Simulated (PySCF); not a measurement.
Two-photon absorption: `InChI=1S/C12H7BrS2/c13-8-5-6-11-12(7-8)15-10-4-2-1-3-9(10)14-11/h1-7H`

Cartesian coordinates in Å; atom numbers follow the order of the lines, from 1:
```xyz
22

Br    5.1973   -1.4169    0.8788
C     3.6107   -0.5252    0.3267
C     3.5742    0.8605    0.3113
C     2.4152    1.4933   -0.0925
C     1.3095    0.7581   -0.5038
C     1.3612   -0.6318   -0.4852
C     2.5140   -1.2754   -0.0538
S     0.0282   -1.6522   -1.0446
C    -1.3814   -0.7341   -0.4786
C    -2.4780   -1.4591   -0.0302
C    -3.6275   -0.8059    0.3725
C    -3.6811    0.5789    0.3504
C    -2.5840    1.3048   -0.0727
C    -1.4341    0.6524   -0.4988
S    -0.0963    1.6568   -1.0906
H     4.4359    1.4354    0.6109
H     2.3620    2.5705   -0.1126
H     2.5473   -2.3539   -0.0413
H    -2.4199   -2.5367   -0.0208
H    -4.4794   -1.3789    0.7045
H    -4.5754    1.0954    0.6635
H    -2.6088    2.3834   -0.0947
```

Method: PySCF 2.14.0, TDDFT BHandHLYP/6-31G excited states, vertical, gas phase. Geometry: GFN2-xTB.

The calculation is non-relativistic, which matters for the atoms heavier than Zn.

Question: Give the one- and two-photon strengths of the lowest singlets.

Answer: δ for parallel linear polarisation; σ at the peak of a Lorentzian of half width 0.1 eV, single beam; Ω is circular over linear.
| state | E (eV) | f | photon λ (nm) | δ (au) | σ (GM) | Ω | main |
| --- | --- | --- | --- | --- | --- | --- | --- |
| S1 | 4.81 | 0.005 | 515 | 64.9 | 0.55 | 1.48 | HOMO→LUMO 0.92 |
| S2 | 5.14 | 0.016 | 483 | 153 | 1.48 | 0.67 | HOMO→LUMO+1 0.74 |
| S3 | 5.34 | 0.003 | 464 | 82.1 | 0.86 | 0.78 | HOMO→LUMO+2 0.49, HOMO−1→LUMO 0.18 |
| S4 | 5.67 | 0.244 | 437 | 21.1 | 0.25 | 1.17 | HOMO→LUMO+2 0.21, HOMO−1→LUMO 0.19 |
| S5 | 5.79 | 0.102 | 428 | 12.1 | 0.15 | 1.49 | HOMO→LUMO+3 0.59, HOMO−1→LUMO+1 0.13 |

Among these, the strongest one-photon state is S4, the strongest two-photon state S2, with a dipole change of 3.3 D (relaxed, norm of the difference vector).
